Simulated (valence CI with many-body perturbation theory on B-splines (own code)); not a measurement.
# Ho LX: electric-dipole lines

Calculated by relativistic CI+MBPT: six valence electrons over a frozen Dirac-Fock core [He], a basis of 9 s, 9 p, 8 d, 6 f, 3 g, 1 h functions for each j, with the one-electron correlation potential Σ1 (screened to all orders), the two-electron term Σ2, the three-electron term Σ3, Breit, model QED; selected single and double excitations, second order for the rest, scaled by the run's own slope (own B-spline code, finite nucleus).

The last digits are not significant, and no measured levels were compared; by estimate large intervals hold to a few tenths of a per cent, small ones and those within an open d or f shell to about a per cent. Among the levels kept, up to 2100 cm⁻¹ of a level comes from second order outside the variational space, and about a tenth of that is noise between levels of different J, which matters for small intervals.

Lines 51 to 100 of 200 in falling wavelength, among levels below 67712 × 10³ cm⁻¹, chosen from the strongest by gf and those to the six lowest levels. Wavelengths and rates use the calculated energies. Electric multipoles are in the length gauge with retardation, E1 and E2 with the static RPA response of the core. Weak lines are less certain than strong ones. Lines between different terms over intervals too small for the method are left out, as are lines whose strength nearly cancels. The highest levels of a list are the least certain.

Levels are named by their leading jj configuration (3d3/2^4 stands for four electrons in 3d with j = 3/2), which in mixed levels can hold well under half, so a name can repeat and another be missing. Letters in brackets count levels of one name in rising energy.

```csv
λ vac (nm),Upper,Lower,A (s⁻¹),log gf,Branch %
3.343,(2s^2 2p1/2 2p3/2^2 3d3/2) J=0,(2s^2 2p1/2 2p3/2^2 3p1/2) J=1 [a],4.57e+11,-1.12,0.2
3.341,(2s^2 2p1/2^2 2p3/2 3d3/2) J=1,(2s^2 2p1/2^2 2p3/2 3p1/2) J=1,3.80e+11,-0.72,0.1
3.336,(2s^2 2p1/2 2p3/2^2 3p3/2) J=1 [c],(2s^2 2p1/2 2p3/2^2 3s) J=1 [b],2.58e+11,-0.89,2.0
3.318,(2s^2 2p1/2^2 2p3/2 3d3/2) J=0,(2s^2 2p1/2^2 2p3/2 3p1/2) J=1,4.74e+11,-1.11,85.2
3.310,(2s 2p1/2^2 2p3/2^2 3s) J=2 [b],(2s^2 2p1/2 2p3/2^2 3s) J=2 [b],8.05e+10,-1.18,0.3
3.307,(2s^2 2p1/2 2p3/2^2 3p3/2) J=1 [c],(2s^2 2p1/2 2p3/2^2 3s) J=0,4.26e+11,-0.68,3.4
3.306,(2s^2 2p1/2^2 2p3/2 3p3/2) J=2,(2s^2 2p1/2^2 2p3/2 3s) J=1,3.80e+11,-0.51,34.1
3.247,(2s^2 2p1/2 2p3/2^2 3p3/2) J=3 [b],(2s^2 2p1/2 2p3/2^2 3s) J=2 [a],2.74e+10,-1.52,1.5
3.243,(2s 2p1/2^2 2p3/2^2 3s) J=1 [b],(2s^2 2p1/2 2p3/2^2 3s) J=1 [a],1.84e+11,-1.06,0.2
3.236,(2s^2 2p1/2^2 2p3/2 3p3/2) J=2,(2s^2 2p1/2^2 2p3/2 3s) J=2,3.66e+11,-0.54,32.9
3.161,(2s^2 2p1/2 2p3/2^2 3p3/2) J=1 [b],(2s^2 2p1/2 2p3/2^2 3s) J=2 [b],3.96e+11,-0.75,0.6
3.156,(2s^2 2p1/2 2p3/2^2 3p3/2) J=2 [b],(2s^2 2p1/2 2p3/2^2 3s) J=2 [b],3.68e+11,-0.56,4.5
3.155,(2s 2p1/2^2 2p3/2^2 3s) J=1 [b],(2s^2 2p1/2 2p3/2^2 3s) J=2 [a],7.46e+10,-1.48,0.1
3.136,(2s 2p1/2^2 2p3/2^2 3s) J=2 [b],(2s^2 2p1/2 2p3/2^2 3s) J=1 [a],3.86e+10,-1.55,0.1
3.116,(2s^2 2p1/2^2 2p3/2 3p3/2) J=0,(2s^2 2p1/2^2 2p3/2 3s) J=1,8.94e+11,-0.89,31.8
3.097,(2s^2 2p1/2 2p3/2^2 3p3/2) J=2 [b],(2s^2 2p1/2 2p3/2^2 3s) J=3,1.87e+11,-0.87,2.3
3.059,(2s 2p1/2^2 2p3/2^3) J=1,(2s^2 2p1/2 2p3/2^3) J=2,9.13e+10,-1.42,0.9
3.054,(2s 2p1/2^2 2p3/2^2 3s) J=2 [b],(2s^2 2p1/2 2p3/2^2 3s) J=2 [a],7.33e+10,-1.29,0.3
3.039,(2s^2 2p1/2 2p3/2^2 3p3/2) J=2 [c],(2s^2 2p1/2 2p3/2^2 3s) J=2 [b],2.29e+11,-0.80,14.0
3.002,(2s^2 2p1/2 2p3/2^2 3p3/2) J=1 [b],(2s^2 2p1/2 2p3/2^2 3s) J=1 [a],2.50e+11,-0.99,0.4
3.002,(2p1/2^2 2p3/2^4) J=0,(2s 2p1/2 2p3/2^4) J=1,3.50e+11,-1.32,2.1
2.985,(2s^2 2p1/2 2p3/2^2 3p3/2) J=2 [c],(2s^2 2p1/2 2p3/2^2 3s) J=3,6.58e+10,-1.36,4.0
2.926,(2s 2p1/2^2 2p3/2^3) J=1,(2s^2 2p1/2 2p3/2^3) J=1,2.79e+10,-1.97,0.3
2.472,(2s^2 2p3/2^4) J=0,(2s 2p1/2^2 2p3/2^3) J=1,9.23e+09,-3.07,39.7
1.064,(2s 2p1/2^2 2p3/2^2 3s) J=3,(2s^2 2p1/2^2 2p3/2 3s) J=2,1.12e+12,-0.88,5.1
1.055,(2s 2p1/2^2 2p3/2^2 3p1/2) J=3,(2s^2 2p1/2^2 2p3/2 3p1/2) J=2,1.12e+12,-0.88,0.3
1.055,(2s 2p1/2^2 2p3/2^2 3p1/2) J=2,(2s^2 2p1/2^2 2p3/2 3p1/2) J=1,1.05e+12,-1.06,0.6
1.047,(2s 2p1/2^2 2p3/2^2 3s) J=2 [a],(2s^2 2p1/2^2 2p3/2 3s) J=1,5.47e+11,-1.35,0.4
1.040,(2s 2p1/2^2 2p3/2^2 3s) J=2 [a],(2s^2 2p1/2^2 2p3/2 3s) J=2,7.97e+11,-1.19,0.6
1.005,(2s^2 2p1/2 2p3/2^2 3p3/2) J=1 [a],(2s^2 2p1/2^2 2p3/2 3s) J=1,7.51e+11,-1.47,5.1
1.002,(2s 2p1/2^2 2p3/2^3) J=2,(2s^2 2p1/2^2 2p3/2^2) J=2,4.07e+12,-0.51,98.3
0.9937,(2s 2p1/2 2p3/2^4) J=0,(2s^2 2p1/2 2p3/2^3) J=1,8.12e+12,-0.92,99.9
0.9879,(2s 2p1/2^2 2p3/2^2 3s) J=1 [b],(2s^2 2p1/2^2 2p3/2 3s) J=1,4.05e+12,-0.75,4.6
0.9857,(2s 2p1/2^2 2p3/2^3) J=1,(2s^2 2p1/2^2 2p3/2^2) J=0,2.56e+12,-0.95,24.7
0.9856,(2s 2p1/2^2 2p3/2^2 3s) J=1 [a],(2s^2 2p1/2^2 2p3/2 3s) J=2,3.73e+12,-0.79,6.3
0.9799,(2s 2p1/2 2p3/2^4) J=1,(2s^2 2p1/2 2p3/2^3) J=2,7.67e+12,-0.48,83.9
0.9777,(2s 2p1/2^2 2p3/2^2 3s) J=2 [b],(2s^2 2p1/2^2 2p3/2 3s) J=1,8.13e+11,-1.23,2.9
0.9740,(2p1/2^2 2p3/2^4) J=0,(2s 2p1/2^2 2p3/2^3) J=1,1.64e+13,-0.63,97.9
0.9715,(2s 2p1/2^2 2p3/2^2 3s) J=2 [b],(2s^2 2p1/2^2 2p3/2 3s) J=2,5.16e+12,-0.44,18.2
0.9659,(2s 2p1/2 2p3/2^4) J=1,(2s^2 2p1/2 2p3/2^3) J=1,1.35e+12,-1.25,14.8
0.9643,(2s^2 2p1/2 2p3/2^2 3p3/2) J=1 [b],(2s^2 2p1/2^2 2p3/2 3s) J=1,2.51e+12,-0.98,3.9
0.9621,(2s 2p1/2^2 2p3/2^2 3s) J=0,(2s^2 2p1/2^2 2p3/2 3s) J=1,4.12e+12,-1.24,5.7
0.9582,(2s^2 2p1/2 2p3/2^2 3p3/2) J=1 [b],(2s^2 2p1/2^2 2p3/2 3s) J=2,1.09e+12,-1.35,1.7
0.9578,(2s^2 2p1/2 2p3/2^2 3p3/2) J=2 [b],(2s^2 2p1/2^2 2p3/2 3s) J=2,1.33e+12,-1.04,16.3
0.9462,(2s 2p1/2^2 2p3/2^3) J=1,(2s^2 2p1/2^2 2p3/2^2) J=2,7.69e+12,-0.51,74.2
0.5855,(2s 2p1/2 2p3/2^4) J=1,(2s^2 2p1/2^2 2p3/2^2) J=0,8.72e+08,-4.87,0.0
0.5713,(2s 2p1/2 2p3/2^4) J=1,(2s^2 2p1/2^2 2p3/2^2) J=2,6.36e+10,-3.03,0.7
0.2124,(2s^2 2p1/2^2 2p3/2 3p1/2) J=1,(2s 2p1/2^2 2p3/2^3) J=1,4.49e+09,-5.04,0.5
0.2124,(2s^2 2p1/2^2 2p3/2 3p1/2) J=2,(2s 2p1/2^2 2p3/2^3) J=1,4.41e+10,-3.83,3.4
0.2098,(2s^2 2p1/2^2 2p3/2 3p1/2) J=1,(2s 2p1/2^2 2p3/2^3) J=2,6.91e+10,-3.86,8.4
```
